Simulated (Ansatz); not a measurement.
Ansatz (an electronic-structure program) input (RPA@PBE/def2-TZVPP):

Ansatz 0.2 input:
```yaml
crystal:
  periodic: [false, false, false]
  atoms:
    - {symbol: W, position_ang: [0.00432352, -0.01620327, 0.00235466]}
    - {symbol: H, position_ang: [0.67534237, 1.52778282, 0.42717042]}
    - {symbol: H, position_ang: [-0.32034178, 0.43507741, 1.64420452]}
    - {symbol: H, position_ang: [-0.88043414, -1.41661366, 0.71390872]}
    - {symbol: H, position_ang: [1.63469902, -0.19174819, -0.61143174]}
    - {symbol: H, position_ang: [-0.03956297, 1.07968962, -1.34364703]}
    - {symbol: H, position_ang: [-1.38964281, -0.23514632, -1.00444950]}
basis:
  gaussian:
    orbitals: def2-TZVPP
hamiltonian:
  xc: pbe
total_charge: -1
magnetization: {spin_polarized: true, initial_magnetization: 1}
correlation: {method: rpa, electrons: outside_noble_gas}
```

Output:

```
Functional definition: PBE
integrals: 0.13 GiB planned
811 factors; integrals over basis functions are off by at most 1.2e-3 eV
mean field: 0.49 GiB planned
mean field evaluation 1: about -1919.6265 eV, gradient 2.2e1 eV
mean field evaluation 2: about -1919.6123 eV, gradient 2.2e1 eV
mean field evaluation 4: about -1922.3091 eV, gradient 4.4e0 eV
mean field evaluation 8: about -1922.4426 eV, gradient 1.2e-1 eV
mean field evaluation 16: about -1922.4428 eV, gradient 1.8e-4 eV
mean field evaluation 32: about -1921.1934 eV, gradient 6.5e0 eV
mean field evaluation 64: about -1917.5308 eV, gradient 1.6e1 eV
mean field -1922.44282216 eV, -70.6484706357 hartree, gradient 2.5e-6 eV, S^2 0.755729; 5 other end points of the search recorded, 0 dependent functions left out
4 core orbitals not correlated
reference -1897.60070194 eV, -69.7355395565 hartree; 7, 6 occupied and 129, 130 virtual orbitals, 811 factors
Total energy: -1913.04564496 eV, -70.3031307435 hartree
```

The spin state was set by rule; other spins were not relaxed.
